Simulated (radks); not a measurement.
The numbers below are computed, except where a source is named.
Numerical settings for the holmium ion Ho+, [Xe] 4f11 6s1. Level of theory: scalar-relativistic Kohn-Sham, LDA (Slater exchange, Perdew-Wang correlation), spin-polarised, spherical densities, point nucleus; open shells are filled with parallel spins first (spin-orbit coupling, left out, can overturn this in heavy ions) (a radial shooting solver on a logarithmic mesh with Libxc functionals). The defaults (mesh step 0.008 in ln r, mesh end at 40 bohr or more with all orbitals vanishing there, Anderson mixing 0.5 over 9 steps, residual threshold near 1e-9 with the energy settled to 1e-9 hartree or 1e-11 of itself, here a cap of 56 iterations) give E = -12608.0982 hartree and 4f at -8.690 eV in 16 iterations. Run on one thread of a shared host, so times are rough (Arm Neoverse N1): 0.41 s of CPU time, 0.41 s wall, 16 iterations on 2648 mesh points. Changes against that run (0 stands for a change within the tolerance of the run):

| setting | iterations | converged | E (mhartree) | e(4f) (meV) | CPU (s) |
|---|---|---|---|---|---|
| mesh step in ln r 0.03 | 16 | yes | +0.00664 | 0 | 0.13 |
| mesh step in ln r 0.003 | 16 | yes | 0 | 0 | 1 |
| mesh step in ln r 0.005 | 16 | yes | 0 | 0 | 0.63 |
| mesh end (bohr) 400 | 16 | yes | 0 | 0 | 0.41 |
| mesh end (bohr) 8 | 17 | yes | +2.69 | +119 | 0.39 |
| residual threshold 1e-05 | 12 | yes | 0 | +0.251 | 0.34 |
| residual threshold 1e-13 | 26 | yes | 0 | 0 | 0.51 |
| mixing 2.5 | 32 | yes | 0 | 0 | 0.8 |
| linear mixing, mixing 0.8 | 56 | no | +9.81e+04 | +5.9e+03 | 2.6 |
| linear mixing, mixing 0.05 | 56 | no | -6.05 | -508 | 1.3 |
| mixing history 20 | 23 | yes | 0 | 0 | 0.53 |
| iteration cap 3 | 3 | no | +67 | -105 | 0.1 |

Settings that end as converged yet miss the energy by more than 1 mhartree: mesh end (bohr) 8 (+0.00269 hartree). A mesh that ends early acts as a hard wall.
